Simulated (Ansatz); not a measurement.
A set of 12 reactions (redistribution), with CCSD(T)/CBS values in kJ/mol:

| reaction | ΔE |
| --- | --- |
| `F[Si]1(F)CO1` + `[S]=[W](=[S])([Cl])[Cl]` → `F[Si]1(Cl)CO1` + `[F][W](=[S])(=[S])[Cl]` | 60.3 |
| `CC1[SiH2]B1Cl` + `C[SiH](O)O` → `CC1B[SiH2]1` + `O[SiH](O)CCl` | 157.5 |
| `C[Si](O)(O)F` + `BO[SiH2]C` → `C[Si](C)(O)O` + `BO[SiH2]F` | 21.3 |
| `N[SiH2]BF` + `BN(C)[SiH2]Cl` → `BN(C)[SiH2]N` + `FB[SiH2]Cl` | -3.1 |
| `NB(F)Br` + `C[SiH2][CH2][GeH3]` → `NB(F)[CH2][GeH3]` + `C[SiH2]Br` | -35.9 |
| `N[SiH](N)[GeH3]` + `[SiH3][SiH2]BCl` → `N[SiH](Cl)[GeH3]` + `NB[SiH2][SiH3]` | -101.7 |
| `COC(=S)[TeH]` + `CC(C)[SiH3]` → `CC(C)[TeH]` + `COC([SiH3])=S` | 5.2 |
| `[SH][GeH]` + `[NH2][In]([Br])[Br]` → `[SH][Ge][Br]` + `[NH2][InH][Br]` | -7.4 |
| `C[O][Ti]([F])([Cl])[SeH]` + `[SH][SnH2][Cl]` → `[Cl][SnH2][SeH]` + `C[O][Ti]([F])([SH])[Cl]` | -9.2 |
| `ClB[TeH]` + `[OH][Ga]([F])[Cl]` → `OB[TeH]` + `[F][Ga]([Cl])[Cl]` | -85.2 |
| `[F][AlH][F]` + `CC(C)[NH][Zr]([F])([F])[F]` → `CC(C)[NH][AlH][F]` + `[F][Zr]([F])([F])[F]` | -4.5 |
| `[SiH3][GeH2][Cl]` + `O=CC(O)[SiH2]O` → `O=[CH][GeH2][Cl]` + `O[SiH2]C(O)[SiH3]` | 67.9 |

Program: Ansatz. Geometries: PBE0-D4/def2-TZVP. ΔE: electronic, gas phase. CCSD(T)/CBS adds triple-zeta CCSD(T) − MP2 to the extrapolated MP2 energy (def2 sets, frozen cores). This one scheme is used for every species. DFT in def2-TZVPP. Elements past krypton have def2 core potentials. For Br, Ga, Ge, In, Se, Sn, Te, Ti, W, Zr outer-core shells are correlated without core-valence functions, which leaves a few kJ/mol of doubt a bond. Scalar relativity is left out up to krypton. Each species was taken in one conformer, which may not be the lowest.

Q: Give the mean, mean absolute and largest difference (level minus CCSD(T)/CBS, kJ/mol) for: PBE-D4, PBE0-D4, ωB97X-V, ωB97M-V, r2SCAN, PBE0, MP2/def2-TZVPP, SCS-MP2/def2-TZVPP, CCSD/def2-TZVPP, MP2/def2-QZVPP, SCS-MP2/def2-QZVPP, HF/CBS(def2), MP2/CBS(def2), CCSD/CBS(def2). (An estimate is asked.)

A: Computed: 
| level | mean | mean absolute | largest |
| --- | --- | --- | --- |
| PBE-D4 | -2.3 | 7.6 | -20.3 |
| PBE0-D4 | -1.6 | 6.3 | -12.8 |
| ωB97X-V | -3.4 | 4.8 | -19.5 |
| ωB97M-V | -3.8 | 4.6 | -14.8 |
| r2SCAN | -1.5 | 6.8 | -15.5 |
| PBE0 | -2.2 | 6.9 | -15.6 |
| MP2/def2-TZVPP | 3.5 | 4.4 | 20.5 |
| SCS-MP2/def2-TZVPP | 1.3 | 2.9 | 13.4 |
| CCSD/def2-TZVPP | -0.1 | 1.9 | -3.6 |
| MP2/def2-QZVPP | 3.2 | 4.2 | 21.0 |
| SCS-MP2/def2-QZVPP | 1.0 | 2.5 | 13.8 |
| HF/CBS(def2) | -3.7 | 6.9 | -22.2 |
| MP2/CBS(def2) | 3.0 | 4.0 | 20.7 |
| CCSD/CBS(def2) | -0.6 | 1.3 | -3.4 |

The largest T1 diagnostic in the set is 0.024, for `C[O][Ti]([F])([SH])[Cl]` (customary mark 0.02).

CCSD(T)/CBS is a level of theory with its own doubt, and the functionals carry their triple-zeta basis error, so these figures describe this set and don't rank the functionals.
